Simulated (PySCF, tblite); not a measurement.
Isomers of [C5H7F3P]+ (charge +1), one GFN2-xTB conformer each. Single-point energies are computed at PBE0/pcSseg-1 (PySCF, gas phase, no added dispersion term), electronic only.

Problem. Rank them by PBE0/pcSseg-1 energy, lowest first (kcal/mol).
A. `CC1=C(C(F)(F)F)[P@H+]1C`
B. `C1(=C[PH2+]CC1)C(F)(F)F`

Solution. B (0.0), A (28.8).

As drawn, the higher has a three-membered ring, which the lower lacks. GFN2-xTB itself gives, in the same order: 0.0, 39.9. Both levels put the same isomer lowest.

Problem. Which frontier levels and rotational constants go with these structures?

Solution. 
```json
{"SMILES": "FC(F)(F)C1=C[PH2+]CC1", "HOMO (eV, PBE0/pcSseg-1)": "-13.51", "LUMO (eV)": "-6.22", "A, B, C (MHz)": "2836, 843.6, 745.6"}
{"SMILES": "CC1=C(C(F)(F)F)[P@H+]1C", "HOMO (eV, PBE0/pcSseg-1)": "-13.96", "LUMO (eV)": "-6.23", "A, B, C (MHz)": "1790, 998.1, 771.4"}
```

Problem. What happens when harmonic zero-point energies from GFN2-xTB frequencies are added?

Solution. 
```tsv
SMILES	ZPE (kcal/mol)	electronic (kcal/mol)	with ZPE (kcal/mol)
FC(F)(F)C1=C[PH2+]CC1	67.8	0.0	0.0
CC1=C(C(F)(F)F)[P@H+]1C	66.0	28.8	27.1
```

The zero-point energies span 1.8 kcal/mol. The order is unchanged.
